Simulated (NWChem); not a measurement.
**Atomisation of H4Si2**

```xyz
6

Si    -0.1101     1.0161     0.8444
H     -0.3787     1.8744    -0.4167
Si     0.1238    -0.8710    -0.6116
H      0.8411    -0.6341    -1.9186
H     -1.3326    -1.1512    -0.9448
H      0.6791    -2.1205     0.0213
```
Charge 0, spin multiplicity 1.

The numbers come from NWChem runs, not from measurements. Structure: optimised with PBE/def2-SVP, a minimum by its harmonic frequencies.

Basis set: def2-TZVP. The atomisation energy is electronic alone: no zero-point, thermal, spin-orbit or counterpoise terms. No value is extrapolated to the basis-set limit. Free atoms are single determinants with multiplicities Si 3, H 2. Correlated methods freeze the same cores in atoms and molecule, 10 orbitals in all.

B3LYP has NWChem's definition, with VWN1-RPA local correlation. The structure started from a generated list of species. No SCF solution was tested for a lower state. Open-shell Hartree-Fock references start from PBE0 orbitals.

One of these methods gave an atomisation energy of 270.5 kcal/mol. Which?
A. B3LYP
B. PBE0
C. HF
D. MP2

C, HF. The others give 356.1 (PBE0), 338.5 (MP2), 361.8 (B3LYP).
